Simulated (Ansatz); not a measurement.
Relaxation of BF3H3Si (8 atoms, charge 0, multiplicity 2), to a largest force component of 0.03 eV/Å in at most 50 steps.

These are results of UKS PBE-D4/6-31G* (Ansatz 0.2.0), not measurements.

```xyz
8
Properties=species:S:1:pos:R:3
B -0.007 0.001 -0.310
F -0.019 0.001 1.019
F 1.150 0.001 -0.956
F -1.153 0.000 -0.976
Si 0.016 -0.002 3.823
H -0.764 -1.196 4.302
H 1.424 -0.067 4.352
H -0.647 1.263 4.299
```

Task: Where does it end, and by what steps?

Result: It converged. The force dipped under the threshold on the way, but the program's further checks kept it going. After 38 steps the energy has fallen by 0.157 eV; F2 moved furthest, 1.17 Å.

```tsv
step	energy less start (eV)	largest force component (eV/Å)	accepted
0	0.0000	0.488	yes
2	-0.1015	0.288	yes
4	-0.0994	0.179	no
6	-0.1055	0.031	yes
8	-0.1078	0.184	yes
10	-0.1170	0.287	yes
12	-0.0673	1.317	no
14	-0.1368	0.138	yes
16	-0.1437	0.179	yes
18	-0.1409	0.310	no
20	-0.1472	0.174	yes
22	-0.1476	0.351	no
24	-0.1474	0.277	no
26	-0.1512	0.039	yes
28	-0.1524	0.157	yes
30	-0.1514	0.262	no
32	-0.1555	0.076	yes
34	-0.1562	0.009	yes
36	-0.1557	0.161	no
38	-0.1572	0.025	yes
```

```xyz
8
Properties=species:S:1:pos:R:3
B -0.289 0.013 -0.148
F -1.157 0.195 0.843
F 1.012 -0.023 0.112
F -0.726 -0.136 -1.391
Si 0.530 -0.013 3.781
H -0.375 -1.193 3.566
H 1.238 -0.118 5.104
H -0.234 1.275 3.685
```

Run time: 83 s on 2 threads of Arm Neoverse V1, with other jobs on the host, peak memory 0.17 GiB.
